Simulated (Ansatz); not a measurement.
Ideal-gas functions of ClFGeH$_{4}$OSi (`F[SiH2][O][GeH2][Cl]`) at 298.15 K and 1 bar, from an Ansatz frequency run at PBE0-D4/def2-TZVP.

Molar mass 175.18 g/mol, point group C1 (symmetry number 1), electronic degeneracy 1, moments of inertia 157.907, 444.614, 529.494 u Å². Harmonic wavenumbers (cm⁻¹, unscaled): 22, 47, 77, 213, 334, 428, 520, 554, 657, 706, 740, 783, 855, 871, 946, 980, 1060, 2197, 2212, 2265, 2273.

Use S(trans) = R[1.5 ln M + 2.5 ln T − 1.1517]; rotational temperatures θ = 24.2544 K / I; S(rot) = R[ln(√π/σ · √(T³/θAθBθC)) + 1.5]; for each mode x = 1.438777 ν̃/T, S = R[x/(eˣ − 1) − ln(1 − e⁻ˣ)] and H = RT x/(eˣ − 1); 1 cm⁻¹ = 0.0119627 kJ/mol; R = 8.31446 J/(mol·K).

Question: By hand: the entropy, in J/(mol·K).

Answer: Translation 173.3. Rotation: θ = 0.1536, 0.0546, 0.0458 K, giving 121.0. Vibration, mode by mode: 26.97, 20.67, 16.59, 8.44, 5.19, 3.62, 2.55, 2.24, 1.51, 1.25, 1.10, 0.93, 0.70, 0.66, 0.49, 0.42, 0.31, 0.00, 0.00, 0.00, 0.00, in all 93.6. Electronic 0.0. Sum 387.9 J/(mol·K).

Question: By hand: H − E and G − E in kJ/mol, counted from the electronic energy.

Answer: Zero-point energy ½ × 18740 × 0.0119627 = 112.1; thermal vibration 12.5; translation, rotation and pV give 4 RT = 9.9. H − E = 134.5 kJ/mol, and G − E = 134.5 − 298.15 × 387.9/1000 = 18.8 kJ/mol.

Vibration gives 24 % of the entropy, 64.2 J/(mol·K) of it from the modes under 150 cm⁻¹: soft modes count most, and the harmonic formula is weakest for them. The sum counts one conformer and one mirror image; others add a mixing term.
